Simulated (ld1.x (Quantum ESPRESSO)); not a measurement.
# manganese: ultrasoft pseudisation with LDA (PZ), fully relativistic reference atom.

```json
{
 "Element": "manganese (Mn)",
 "Generator": "ld1.x (Quantum ESPRESSO) 7.5",
 "Type": "ultrasoft",
 "Functional": "LDA (PZ)",
 "Relativity": "fully relativistic",
 "Frozen core": "[Ne]",
 "Valence charge": "15",
 "Reference configuration": "3s2 3p6 3d5 4s1 4p0 (charge +1)",
 "Partial waves": "3s (bound): rcut 1.40, rcutus 1.65 bohr; 4s (bound): rcut 1.40, rcutus 1.65 bohr; 3p (bound): rcut 1.40, rcutus 1.60 bohr; 4p (bound, empty): rcut 1.40, rcutus 1.60 bohr; 3d (bound): rcut 1.80, rcutus 2.10 bohr; 3d channel at 0.65 Ry: rcut 1.80, rcutus 2.10 bohr",
 "Local potential": "all-electron potential smoothed inside 1.25 bohr (lloc = -1)",
 "Core correction": "none",
 "Augmentation charge": "PSQ, inside the norm-conserving radii"
}
```

Open shells are filled in proportion to 2j + 1 (rel_dist='average').

All-electron outer shells of the reference configuration (LDA (PZ), scalar-relativistic, ld1.x):

```csv
shell,level (eV),outermost node (bohr),outermost maximum (bohr)
2p,-637.98,–,0.19
3s,-93.71,0.34,0.74
3p,-62.80,0.31,0.75
3d,-15.21,–,0.75
4s,-12.17,1.05,2.35
4p,-7.39,1.15,2.91
```

Calculated quality:

| Property | Result |
| --- | --- |
| Largest excitation error | -209 meV (all-electron minus pseudo) for 3s2 3p6 3d4 4s0 4p0, out of 7 test configurations |
| Lowest eigenvalue of the overlap operator | -9.60 (p3/2 channel); it is negative, so in a basis up to 400 Ry S is not positive definite and the file is unfit for use |
| Density cutoff estimated by the generator | 166 Ry |

The ghost test of this file was not conclusive. Its overlap operator is not positive definite in a basis up to 400 Ry (lowest eigenvalue s -0.01, p1/2 -6.07, p3/2 -9.60), so the file is unfit for use: the generalised eigenproblem breaks down once the basis is large enough, and its test numbers describe a broken file.

Generation and tests took about 2 s on one core of a shared server CPU.
